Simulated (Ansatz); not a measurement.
C2H4BrClSi (`ClC1(Br)C[SiH2]1`). Charge 0, multiplicity 1.

Z-matrix (Å, degrees):
```
C
Br 1 1.926
C 1 1.529 2 114.8
Cl 1 1.754 2 113.0 3 -135.1
Si 1 1.858 2 119.0 3 74.9
H 3 1.085 1 115.7 2 -0.5
H 3 1.086 1 114.8 2 -135.4
H 5 1.475 1 118.4 2 -0.3
H 5 1.475 1 117.8 2 148.8
```

Problem. List the harmonic frequencies (cm⁻¹, unscaled) at PBE0-D4/def2-TZVP in Ansatz. (Estimate.)

Solution. The calculation gave: 110, 201, 270, 302, 407, 453, 546, 639, 669, 701, 804, 824, 910, 1010, 1064, 1089, 1403, 2271, 2300, 3138, 3223.

Problem. Is this a minimum?

Solution. Yes, all 21 modes are real.

Problem. Give the ideal-gas thermochemistry at 298.15 K and 1 bar (rigid rotor, harmonic oscillator; point group C1, symmetry number 1).

Solution. Zero-point energy 133.6 kJ/mol; H(298) − E = 152.9 kJ/mol; entropy 345.6 J/(mol·K), of which translation 173.0, rotation 120.4, vibration 52.2; G(298) − E = 49.9 kJ/mol.

Problem. And at 400, 500, 600, 800 and 1000 K?

Solution. 
```csv
T (K),H − E (kJ/mol),S (J/mol/K),G − E (kJ/mol)
400,164.4,378.8,12.9
500,177.4,407.7,-26.4
600,191.6,433.6,-68.5
800,222.7,478.2,-159.8
1000,256.3,515.7,-259.3
```

Problem. Rotational constants (cm⁻¹)?

Solution. 0.08174, 0.05056, 0.03566.
